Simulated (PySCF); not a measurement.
**Energy of Hf (hafnium, neutral) between two integer charges**

The 5d alpha orbital of [Xe] 4f14 5d2 6s2 is emptied in steps (occupation f), with all orbitals relaxed, ending at [Xe] 4f14 5d1 6s2. Computed with PySCF 2.14 in aug-cc-pVDZ-PP with ECP60MDF (5s5p4d2f, 54 functions), with a scalar-relativistic core potential. The exact energy is a straight line in f; departures are measured from the line between the end points of the same method.

| f | TPSS (eV) |
| --- | --- |
| 1 | 0.000 |
| 0.9 | -0.322 |
| 0.7 | -0.760 |
| 0.5 | -0.912 |
| 0.3 | -0.770 |
| 0.1 | -0.332 |
| 0 | 0.000 |

```csv
method,E(f=0) − E(f=1) (eV),−ε at f=1 (eV),−ε at f=0.5 (eV)
TPSS,7.149,3.589,7.116
```

Orbital energy along the path (eV):

```
  f     TPSS
  1   -3.589
0.9   -4.266
0.7   -5.668
0.5   -7.116
0.3   -8.596
0.1  -10.091
  0  -10.839
```

Reference removal energy between the ground levels: 6.825 eV (measured; NIST Atomic Spectra Database, ionization energies). The calculation has no spin-orbit coupling.
